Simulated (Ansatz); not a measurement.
Al₆Ni⁻. Charge -1, multiplicity 2. Geometry r2SCAN-D4/def2-SVPD.

```tsv
atom	x (Å)	y (Å)	z (Å)
Ni1	0.5707	1.4716	-1.7408
Al2	-1.0357	0.6785	-0.4062
Al3	-0.3660	-1.9852	0.0723
Al4	0.3189	-0.0659	2.0250
Al5	1.6124	1.2639	0.2237
Al6	-2.1952	-0.6646	1.4589
Al7	1.0950	-0.6983	-1.6329
```

At PBE-D4/def2-TZVPD, r2SCAN-D4/def2-TZVPD, r2SCANh-D4/def2-TZVPD, PBE0-D4/def2-TZVPD and others the charge -1 doublet is spin-contaminated (final ⟨S²⟩ up to 1.71, 0.75 for a pure state). No other spin state of charge -1 was run. The geometry of the doublet was relaxed on an unsound state (⟨S²⟩ 1.56, where a pure state has 0.75). Another isomer (doublet) lies 0.17 eV lower at PBE0-D4/def2-TZVPD; other spin states weren't run for this one.

(1) Estimate the α-spin orbital energies around the gap (eV) in Ansatz with PBE-D4/def2-TZVPD, r2SCAN-D4/def2-TZVPD, r2SCANh-D4/def2-TZVPD, PBE0-D4/def2-TZVPD, r2SCAN0-D4/def2-TZVPD.

Results:

(1) 
```tsv
orbital	PBE-D4/def2-TZVPD	r2SCAN-D4/def2-TZVPD	r2SCANh-D4/def2-TZVPD	PBE0-D4/def2-TZVPD	r2SCAN0-D4/def2-TZVPD
HOMO−5	-1.87	-2.02	-2.44	-2.94	-3.08
HOMO−4	-1.56	-1.69	-2.03	-2.46	-2.54
HOMO−3	-1.53	-1.65	-1.91	-2.16	-2.24
HOMO−2	-0.88	-1.00	-1.25	-1.53	-1.62
HOMO−1	-0.50	-0.73	-0.97	-1.15	-1.34
HOMO	-0.38	-0.58	-0.84	-1.06	-1.23
LUMO	-0.05	0.11	0.34	0.58	0.68
LUMO+1	0.34	0.35	0.55	0.84	0.86
LUMO+2	0.95	1.00	1.21	1.48	1.51
LUMO+3	1.14	1.28	1.52	1.79	1.86
LUMO+4	1.42	1.48	1.69	1.98	2.01
LUMO+5	1.92	2.13	2.37	2.57	2.70
β HOMO	-0.46	-0.69	-0.94	-1.12	-1.31
β LUMO	-0.02	0.14	0.38	0.60	0.73
```
